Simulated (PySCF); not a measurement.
A structure optimised at B3LYP-D3(BJ)/def2-SVP, used in a PySCF frequency run:

```xyz
6

Mo     0.0000     0.0000     0.2747
O      0.0000     0.0000     1.9540
Cl     0.0000     0.0000    -2.1167
Cl    -1.9609    -1.1322     0.1729
Cl     0.0000     2.2643     0.1729
Cl     1.9609    -1.1322     0.1729
```
Charge 0, spin multiplicity 1.

Problem. Write its SMILES and formula.

Solution. [O]=[Mo]([Cl])([Cl])([Cl])[Cl], Cl4MoO

Problem. What are its rotational constants (standard atomic weights)?

Solution. 1.0048, 1.0048, 0.92685 GHz
